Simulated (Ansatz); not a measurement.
`N=C(N)BO`. Charge 0, multiplicity 1. The structure was optimised at the PBE0-D4/def2-TZVP level. It is one conformer, not always the lowest.

```xyz
10

N     1.553    0.367    0.809
C     0.476    0.246    0.131
N    -0.253    1.376   -0.188
B    -0.186   -1.156   -0.171
O    -1.526   -1.292   -0.194
H     1.944   -0.551    1.009
H     0.225    2.245    0.005
H    -0.734    1.368   -1.073
H     0.481   -2.137   -0.327
H    -1.982   -0.465   -0.001
```

What is the dipole moment at ωB97M-V/def2-TZVPP? (Estimate.)

Ansatz gave: 2.39 D, with components (-1.63, 0.90, -1.49) D in this frame, pointing from negative to positive charge.

And with PBE, r2SCAN, B3LYP? (Best estimate.)

The calculation gave: PBE 2.42 D, r2SCAN 2.44 D, B3LYP 2.38 D.

Give the Mulliken charges with ωB97M-V, PBE, B3LYP in def2-TZVPP. (Best estimate.)

The calculation gave: 
```json
{"atom": "N1", "ωB97M-V": "-0.28", "PBE": "-0.26", "B3LYP": "-0.28"}
{"atom": "C2", "ωB97M-V": "0.16", "PBE": "0.07", "B3LYP": "0.11"}
{"atom": "N3", "ωB97M-V": "-0.27", "PBE": "-0.29", "B3LYP": "-0.30"}
{"atom": "B4", "ωB97M-V": "0.00", "PBE": "0.02", "B3LYP": "0.05"}
{"atom": "O5", "ωB97M-V": "-0.25", "PBE": "-0.21", "B3LYP": "-0.24"}
{"atom": "H6", "ωB97M-V": "0.12", "PBE": "0.16", "B3LYP": "0.14"}
{"atom": "H7", "ωB97M-V": "0.13", "PBE": "0.16", "B3LYP": "0.16"}
{"atom": "H8", "ωB97M-V": "0.13", "PBE": "0.16", "B3LYP": "0.15"}
{"atom": "H9", "ωB97M-V": "0.07", "PBE": "0.00", "B3LYP": "0.02"}
{"atom": "H10", "ωB97M-V": "0.19", "PBE": "0.19", "B3LYP": "0.20"}
```

B3LYP here is the variant with VWN-RPA as its local correlation; programs differ in this.
